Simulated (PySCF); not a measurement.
Method: PySCF energies (xtb for GFN2) plus ideal-gas RRHO corrections (1 bar). Table values come from the NASA 1993 polynomials. All species are closed-shell singlets. The harmonic model lacks anharmonicity and excited electronic states, which grow with temperature; levels with a mode under 35 cm⁻¹ are left out. Soft modes under 120 cm⁻¹ make the harmonic entropy rough for K2Cl2. The table's entry may be an old estimate for K2Cl2 (not checked at source).

Harmonic frequencies at GFN2-xTB (cm⁻¹): 56, 83, 137, 139, 154, 158. Point group D2h; S°(298 K) = 361.8 J/mol/K at this level.

Task: Work out Cp and S° of gaseous K2Cl2 at 500, 800, 1200, 1600, 2000 K from these, and set them beside the table.

Result: 
| T (K) | Cp GFN2-xTB | Cp table | S° GFN2-xTB | S° table |
|---|---|---|---|---|
| 500 | 82.6 | 82.3 | 404.3 | 395.1 |
| 800 | 82.9 | 82.8 | 443.2 | 433.9 |
| 1200 | 83.0 | 83.0 | 476.8 | 467.6 |
| 1600 | 83.1 | 83.1 | 500.7 | 491.4 |
| 2000 | 83.1 | 83.1 | 519.3 | 510.0 |
Units J/mol/K.
